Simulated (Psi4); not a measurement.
zinc atom (Zn), singlet; B3LYP/cc-pVTZ in Psi4 1.11.

The Psi4 input:
```
memory 2 GB

molecule {
0 1
Zn    0.00000000    0.00000000    0.00000000
}

set {
  basis cc-pvtz
  scf_type dfdirj+cosx
}

energy('b3lyp')
print_variables()
```

What does Psi4 print? Leave out banner, timings and long lists.


```
   => Loading Basis Set <=

    Name: CC-PVTZ
    Role: ORBITAL
    Keyword: BASIS

         ---------------------------------------------------------
                                   SCF
               by Justin Turney, Rob Parrish, Andy Simmonett
                          and Daniel G. A. Smith
                              RKS Reference
         ---------------------------------------------------------

  ==> Geometry <==

    Molecular point group: d2h
    Geometry (in Angstrom), charge = 0, multiplicity = 1:

       Center              X                  Y                   Z               Mass
    ------------   -----------------  -----------------  -----------------  -----------------
         ZN           0.000000000000     0.000000000000     0.000000000000    63.929142010000

  Running in d2h symmetry.

  Rotational constants: A = ************  B = ************  C = ************ [cm^-1]
  Rotational constants: A = ************  B = ************  C = ************ [MHz]
  Nuclear repulsion =    0.000000000000000

  Charge       = 0
  Multiplicity = 1
  Electrons    = 30
  Nalpha       = 15
  Nbeta        = 15

  ==> Algorithm <==

  SCF Algorithm Type is DFDIRJ+COSX.
  DIIS enabled.
  MOM disabled.
  Fractional occupation disabled.
  Guess Type is CORE.
  Energy threshold   = 1.00e-06
  Density threshold  = 1.00e-06
  Integral threshold = 1.00e-12

  ==> Primary Basis <==

  Basis Set: CC-PVTZ
    Blend: CC-PVTZ
    Number of shells: 20
    Number of basis functions: 68
    Number of Cartesian functions: 84
    Spherical Harmonics?: true
    Max angular momentum: 4

  ==> DFT Potential <==

   => LibXC <=

    Version 7.1.2
    S. Lehtola, C. Steigemann, M. J. T. Oliveira, and M. A. L. Marques,  SoftwareX 7, 1–5 (2018) (10.1016/j.softx.2017.11.002)

   => Composite Functional: B3LYP <=

    B3LYP Hyb-GGA Exchange-Correlation Functional

    P. J. Stephens, F. J. Devlin, C. F. Chabalowski, and M. J. Frisch,  J. Phys. Chem. 98, 11623 (1994) (10.1021/j100096a001)

    Deriv               =              1
    GGA                 =           TRUE
    Meta                =          FALSE

    Exchange Hybrid     =           TRUE
    MP2 Hybrid          =          FALSE

   => Exchange Functionals <=

    0.0800   Slater exchange
    0.7200         Becke 88

   => Exact (HF) Exchange <=

    0.2000               HF

   => Correlation Functionals <=

    0.1900   Vosko, Wilk & Nusair (VWN5_RPA)
    0.8100   Lee, Yang & Parr

   => LibXC Density Thresholds  <==

    XC_HYB_GGA_XC_B3LYP:  1.00E-15

   => Molecular Quadrature <=

    Radial Scheme          =       TREUTLER
    Pruning Scheme         =           NONE
    Nuclear Scheme         =       TREUTLER

    Blocking Scheme        =         OCTREE
    BS radius alpha        =              1
    Pruning alpha          =              1
    Radial Points          =             75
    Spherical Points       =            302
    Total Points           =          21436
    Total Blocks           =            240
    Max Points             =            251
    Max Functions          =             68
    Weights Tolerance      =       1.00E-15

   => Loading Basis Set <=

    Name: (CC-PVTZ AUX)
    Role: JKFIT
    Keyword: DF_BASIS_SCF

  ==> Integral Setup <==

  ==> CompositeJK: Mix-and-Match J+K Algorithm Combos <==

    J tasked:                  Yes
    J algorithm:           DF-DirJ
    K tasked:                  Yes
    K algorithm:              COSX
    wK tasked:                  No
    Integrals threads:           1
    Incremental Fock:           No
    Screening Type:           CSAM

  ==> DF-DirJ: Integral-Direct Density-Fitted J <==

    J Screening Cutoff:      1E-12

  ==> COSX: Chain-of-Spheres Semi-Numerical K <==

    K Screening Cutoff:       1E-12
    K Density Cutoff:         1E-10
    K Basis Cutoff:           1E-10
    K Overlap Fitting:          Yes

  Minimum eigenvalue in the overlap matrix is 7.1097566207E-04.
  Reciprocal condition number of the overlap matrix is 2.8230733308E-04.
    Using symmetric orthogonalization.

  ==> Pre-Iterations <==

  SCF Guess: Core (One-Electron) Hamiltonian.

   -------------------------------------------------------
    Irrep   Nso     Nmo     Nalpha   Nbeta   Ndocc  Nsocc
   -------------------------------------------------------
     Ag        18      18       5       5       5       0
     B1g        6       6       1       1       1       0
     B2g        6       6       1       1       1       0
     B3g        6       6       1       1       1       0
     Au         2       2       0       0       0       0
     B1u       10      10       2       2       2       0
     B2u       10      10       2       2       2       0
     B3u       10      10       3       3       3       0
   -------------------------------------------------------
    Total      68      68      15      15      15       0
   -------------------------------------------------------

  ==> Iterations <==

                        Total Energy        Delta E     RMS |[F,P]|

    Occupation by irrep:
             Ag   B1g   B2g   B3g    Au   B1u   B2u   B3u
    DOCC [     4,    1,    1,    1,    0,    3,    3,    2 ]
    NA   [     4,    1,    1,    1,    0,    3,    3,    2 ]
    NB   [     4,    1,    1,    1,    0,    3,    3,    2 ]

   @RKS iter   1: -1662.92915049259045   -1.66293e+03   2.28396e+01 ADIIS
    Occupation by irrep:
             Ag   B1g   B2g   B3g    Au   B1u   B2u   B3u
    DOCC [     4,    2,    2,    1,    0,    2,    2,    2 ]
    NA   [     4,    2,    2,    1,    0,    2,    2,    2 ]
    NB   [     4,    2,    2,    1,    0,    2,    2,    2 ]

   @RKS iter   2: -49820.56114120546408   -4.81576e+04   9.68863e+03 ADIIS
    Occupation by irrep:
             Ag   B1g   B2g   B3g    Au   B1u   B2u   B3u
    DOCC [     4,    1,    1,    1,    0,    3,    3,    2 ]
    NA   [     4,    1,    1,    1,    0,    3,    3,    2 ]
    NB   [     4,    1,    1,    1,    0,    3,    3,    2 ]

   @RKS iter   3: 47004.53341408250708    9.68251e+04   1.86474e+03 ADIIS
   @RKS iter   4: -49820.56114120546408   -9.68251e+04   9.68863e+03 ADIIS

Traceback (most recent call last):
  File "psi4", line 375, in <module>
  File "<string>", line 22, in <module>
  File "site-packages/psi4/driver/driver.py", line 533, in energy
  File "site-packages/psi4/driver/procrouting/proc.py", line 2760, in run_scf
  File "site-packages/psi4/driver/procrouting/proc.py", line 2047, in scf_helper
  File "site-packages/psi4/driver/procrouting/scf_proc/scf_iterator.py", line 86, in scf_compute_energy
  File "site-packages/psi4/driver/procrouting/scf_proc/scf_iterator.py", line 501, in scf_iterate
  File "site-packages/psi4/driver/procrouting/scf_proc/subclass_methods.py", line 118, in _RHF_diis
  File "site-packages/psi4/driver/procrouting/diis.py", line 402, in extrapolate
  File "site-packages/psi4/driver/procrouting/diis.py", line 290, in adiis_coefficients

Exception: ADIIS minimization failed. File a bug, and include your entire input and output files.

Printing out the relevant lines from the Psithon --> Python processed input file:
    Zn    0.00000000    0.00000000    0.00000000
    """)
    core.IO.set_default_namespace("")
    core.set_global_option("BASIS", "cc-pvtz")
    core.set_global_option("SCF_TYPE", "dfdirj+cosx")
--> energy('b3lyp')
    print_variables()

!----------------------------------------------------------------------------------!
!                                                                                  !
!  ADIIS minimization failed. File a bug, and include your entire input and output !
!     files.                                                                       !
!                                                                                  !
!----------------------------------------------------------------------------------!
```

The program stopped with an error.
